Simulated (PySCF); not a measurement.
Compound: C₅H₈Si.
SMILES with atom numbers: `[CH:1]#[C:2][C@:3]1([CH3:4])[CH2:5][SiH2:6]1` (hydrogens: H7 on C1; H8, H9, H10 on C4; H11, H12 on C5; H13, H14 on Si6)

The calculation used TDDFT CAM-B3LYP/def2-SVPD, vertical, gas phase, core orbitals frozen in the response (PySCF). Geometry: PBE0-D3(BJ)/def2-SVP; no solvent, vibrations or thermal averaging.

```
state  E (eV)  ν̃ (cm⁻¹)       f  main configurations (H = HOMO, L = LUMO)
   S1    5.65      45570   0.102                    H→L (66%), H→L+3 (11%)
   S2    5.94      47880   0.069       H→L+3 (25%), H→L+5 (23%), H→L (20%)
   S3    6.23      50290   0.069                  H→L+1 (63%), H→L+2 (13%)
   S4    6.29      50770  0.0045      H-1→L (46%), H→L+1 (12%), H→L+5 (8%)
   S5    6.46      52110   0.012      H→L+2 (36%), H-1→L (10%), H→L+3 (9%)
   S6    6.85      55270   0.054     H→L+3 (24%), H→L+2 (17%), H→L+4 (10%)
```

The lowest singlet comes at 219 nm (545 kJ/mol) in the ultraviolet; it is of moderate strength; its leading configuration is HOMO→LUMO (66%). The lowest level is also the most intense of those listed (f = 0.102). Löwdin shares by element: HOMO carbon 57% or more, silicon 19% (atoms not listed hold the other 24%); LUMO silicon 39%, hydrogen 22% or more, carbon 11% or more (atoms not listed hold the other 28%). Orbital energies (eV): HOMO-3 -10.61, HOMO-2 -9.66, HOMO-1 -8.78, HOMO -7.74, LUMO 0.80, LUMO+1 1.31, LUMO+2 1.60. Weighted by f, the mean energy of these states is 6.09 eV. The listed states span 1.20 eV, and the widest gap between neighbours is 0.39 eV (S5 to S6). Only the lowest 6 singlets were computed, as vertical energies without vibronic structure.

The run took 60 s (grids of density and orbitals included) on one thread of an Arm Neoverse N1, on a shared host, and the process peaked at 0.91 GiB of memory.
